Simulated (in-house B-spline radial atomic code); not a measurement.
The numbers below are computed, except where a source is named.
## Making a Troullier-Martins s channel for Ni, r_c = 1.94 bohr

Ni, [Ar] 3d8 4s2, non-relativistic LDA (VWN5), spherical and spin-unpolarised, from an all-electron radial atomic-structure program (B-spline basis) (atomic units). The all-electron 4s level is ε = -0.210765 hartree, its outermost node lies just inside 0.94 bohr and its outer maximum at 2.23 bohr.

Inside r_c the pseudo-orbital is u(r) = r^1 exp(p(r)), with p = c0 + c2 r² + c4 r⁴ + … + c12 r¹². The seven coefficients follow from p and its first four derivatives at r_c, from zero curvature of the screened potential at the origin, c4 = −c2²/(2l + 5), and from the norm inside r_c. At r_c the all-electron orbital has P = 0.6197805, P' = 0.162986, the screened potential V = -0.7304734, V' = 0.8391876, V'' = -1.506102, and the norm inside is Q = 0.2163948.

(1) What are p, p' and p'' at r_c?

For a trial c2 the five matching conditions are linear in c0, c6, c8, c10 and c12, and c2 is varied until the norm inside r_c equals Q. The root nearest zero gives:

```json
{"n": "0", "c_n": "-2.056689"}
{"n": "2", "c_n": "0.7281341"}
{"n": "4", "c_n": "-0.1060359"}
{"n": "6", "c_n": "-0.04588212"}
{"n": "8", "c_n": "0.01778891"}
{"n": "10", "c_n": "-0.002325321"}
{"n": "12", "c_n": "0.0001090514"}
```

(2) Check c4 and p(r_c), and find the screened pseudopotential at the origin.

Orbitals and screened potentials:

| r (bohr) | P | u | V all-electron | V pseudo |
| --- | --- | --- | --- | --- |
| 0.194 | 0.1578 | 0.02549 | -79.45 | 1.971 |
| 0.485 | -0.2557 | 0.07314 | -17.08 | 1.891 |
| 0.776 | -0.1577 | 0.1469 | -6.253 | 1.493 |
| 1.067 | 0.1386 | 0.2612 | -2.957 | 0.6192 |
| 1.358 | 0.3857 | 0.4083 | -1.666 | -0.4002 |
| 1.649 | 0.5413 | 0.5422 | -1.057 | -0.8821 |
| 1.94 | 0.6198 | 0.6198 | -0.7305 | -0.7305 |

Logarithmic derivatives P'/P at R = 2.24 bohr, for energies E around ε:

```csv
E − ε (hartree),all-electron,pseudo
-0.5,0.664957,0.660799
-0.25,0.371184,0.369724
-0.1,0.164076,0.163782
0,0.00893152,0.00893197
0.1,-0.163272,-0.163686
0.25,-0.462567,-0.466047
0.5,-1.12645,-1.15128
```

(3) With P(R) = 0.6433705 and a norm of 0.3375667 inside R, what slope in energy does norm conservation fix?

Answers

(1) p = ln(P/r_c^1) = ln(0.6197805/1.94) = -1.14108. p' = P'/P − 1/r_c = 0.26297 − 0.51546 = -0.25249. The radial equation gives p'' = 2(V − ε) − 2(1) p'/r_c − p'² = -1.03942 − (-0.26030) − 0.06375 = -0.84287. Differentiating, p''' = 2V' + 2(1)p'/r_c² − 2(1)p''/r_c − 2p'p'' = 1.9875, and p'''' = 2V'' − 4(1)p'/r_c³ + 4(1)p''/r_c² − 2(1)p'''/r_c − 2p''² − 2p'p''' = -6.2359.

(2) −c2²/5 = -0.106036, as listed. The terms c_n r_c^n are -2.05669, 2.74041, -1.50196, -2.44599, 3.56914, -1.75590, 0.30992, which sum to -1.14108. Inverting the radial equation, V_l(r) = ε + 1 p'/r + (p'' + p'²)/2, so V_l(0) = ε + (2l + 3) c2 = -0.210765 + 3 × (0.728134) = 1.9736 hartree, finite where the all-electron potential diverges.

(3) d(P'/P)/dE = −2 × (norm inside R)/P(R)² = -1.6311 per hartree·bohr at E = ε, for both atoms, since orbital and norm agree at R. Differences over ±0.1 hartree give -1.6367 (all-electron) and -1.6373 (pseudo), which also hold third-order terms. Half a hartree below ε the two curves differ by -0.0042.
